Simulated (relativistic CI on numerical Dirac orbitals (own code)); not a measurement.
Cu4+ in a cubic cluster: 1s photoemission with charge transfer

Computed with a charge-transfer multiplet model of a cubic metal-ligand cluster with up to 3 ligand holes, Slater and spin-orbit integrals from Dirac-Coulomb-Breit ions, Slater integrals scaled by 0.8. The parameters are those of a tetrahedral site (10Dq negative, t2 hopping the larger). The ground state mixes d7 with configurations of k ligand holes L, whose averages lie at kΔ + k(k − 1)U_dd/2; a core hole lowers each added d electron by U_cd. 20 K, Lorentzian 1.1 eV and Gaussian 0.6 eV FWHM.

Atomic integrals in eV (Slater integrals scaled, ζ unscaled), ground: F2dd 11.838, F4dd 7.422, zeta_d 0.120; with the core hole: F2dd 13.094, F4dd 8.239, zeta_d 0.161, G2cd 0.084.

Cluster parameters (eV): Δ = -1.2, U_cd = 8, 10Dq = -0.45, 10Dq(ligand) = 0, V(eg) = 1, V(t2g) = -1.7, final-state hopping factor = 1.

```tsv
Case	n_d	d7	d8L	d9L2	d10L3	S
U_dd = 4.9 eV	7.67	0.42	0.51	0.08	0.00	1.50
U_dd = 6.3 eV	7.62	0.44	0.50	0.06	0.00	1.50
U_dd = 7 eV	7.60	0.45	0.50	0.05	0.00	1.50
U_dd = 7.7 eV	7.59	0.46	0.50	0.04	0.00	1.50
U_dd = 8.4 eV	7.57	0.46	0.50	0.04	0.00	1.50
```

Weights, n_d and S are thermal averages at 20 K. Binding energies count from the first peak over 30 % of the highest in each spectrum, which can be another peak from case to case. The parameters are a model scan and need not match a compound or its usual spin state. Peaks in eV (height, largest 100):
- U_dd = 4.9 eV: 0.0 (100), 5.0 (92), 8.5 (38), 14.8 (34)
- U_dd = 6.3 eV: 0.0 (100), 5.5 (69), 9.5 (17), 13.5 (27)
- U_dd = 7 eV: 0.0 (100), 5.5 (55), 10.5 (10), 12.9 (24)
- U_dd = 7.7 eV: 0.0 (100), 5.7 (42), 12.6 (19)
- U_dd = 8.4 eV: 0.0 (100), 5.8 (33), 11.9 (24)

Curve for U_dd = 7 eV (points under 2 left out, the grid thinned):

```tsv
E (eV)	Intensity
-3.5	3.2
-3.1	4.0
-2.7	5.2
-2.2	7.7
-1.8	11.2
-1.4	17.9
-0.9	37.6
-0.5	70.3
-0.1	99.3
0.3	83.5
0.7	47.7
1.2	22.5
1.6	14.2
2.0	10.2
2.5	8.0
2.9	7.4
3.3	7.8
3.7	8.9
4.1	11.7
4.6	20.7
5.0	37.0
5.4	53.6
5.9	43.9
6.3	26.3
6.7	17.1
7.1	14.2
7.5	12.4
8.0	8.4
8.4	6.0
8.8	4.9
9.3	4.9
9.7	6.3
10.1	9.0
10.5	10.4
10.9	8.6
11.4	6.9
11.8	8.2
12.2	13.0
12.7	22.2
13.1	22.5
13.5	15.2
13.9	8.5
14.3	5.0
14.8	2.9
15.2	2.1
```

For the case U_dd = 7 eV, Δ = -1.2 eV is smaller than U_dd = 7 eV, the charge-transfer side of the Zaanen-Sawatzky-Allen scheme (negative Δ: between configuration averages a ligand hole costs less than the nominal valence; multiplet and field energies can change this for the lowest states). With the core hole the average of the configuration with one ligand hole lies at Δ − U_cd = -9.2 eV before mixing: it lies below the unscreened one, so the lowest final states are mostly screened and the unscreened weight appears at higher binding energy as a satellite.
